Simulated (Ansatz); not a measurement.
`[SiH3]O[SiH2][GeH3]` → GeH₄ + `[SiH]O[SiH3]` at 400 K and 1 bar (silylene formation by 1,1-elimination).

Gas-phase electronic energies from Ansatz, PBE0-D4/def2-TZVP geometries. CCSD(T)/CBS adds triple-zeta CCSD(T) − MP2 to the extrapolated MP2 energy (def2 sets, frozen cores). For Ge outer-core shells are correlated without core-valence functions, which leaves a few kJ/mol of doubt a bond. Scalar relativity is left out up to krypton. Each species was taken in one conformer, which may not be the lowest.

| species | CCSD(T)/CBS energy (Eh) | H − E (kJ/mol) | S (J/(mol·K)) |
| --- | --- | --- | --- |
| `[SiH3]O[SiH2][GeH3]` | -2734.32644 | 224.7 | 455.5 |
| GeH₄ | -2078.49493 | 93.6 | 231.8 |
| `[SiH]O[SiH3]` | -655.75389 | 120.5 | 331.1 |

H − E and S are ideal-gas, rigid-rotor, harmonic terms from PBE0-D4/def2-TZVP, for one conformer and one mirror image of each species. 1 Eh = 2625.50 kJ/mol, R = 8.31446 J/(mol·K).

Task: By hand: ΔE, ΔH, ΔS and ΔG.

Result: ΔE = (-2078.49493) + (-655.75389) − (-2734.32644) = 0.07762 Eh = 203.8 kJ/mol. Δ(H − E) = 93.6 + 120.5 − 224.7 = -10.6, so ΔH = 193.2 kJ/mol. ΔS = 231.8 + 331.1 − 455.5 = 107.4 J/(mol·K). ΔG = 193.2 − 400 × (107.4)/1000 = 150.2 kJ/mol.

Task: By hand: the equilibrium constant, and the temperature at which ΔG would vanish if ΔH and ΔS stayed fixed.

Result: log₁₀ K = −ΔG/(RT ln 10) = -19.6. ΔG = 0 at ΔH/ΔS = 1799 K.

The number of gas molecules changes by +1, which sets the sign of ΔS. A doubt of 5 kJ/mol in ΔE shifts log₁₀ K by 0.7 here. Other conformers and mirror images would add mixing entropy, several J/(mol·K) or more a flexible species. Modes under 60 cm⁻¹, often nearly free rotors, make the harmonic entropy too high. These are equilibria of isolated gas molecules and say nothing of rates. Largest T1 diagnostic: 0.014 (customary marks: 0.02 for closed shells, 0.045 for open ones).
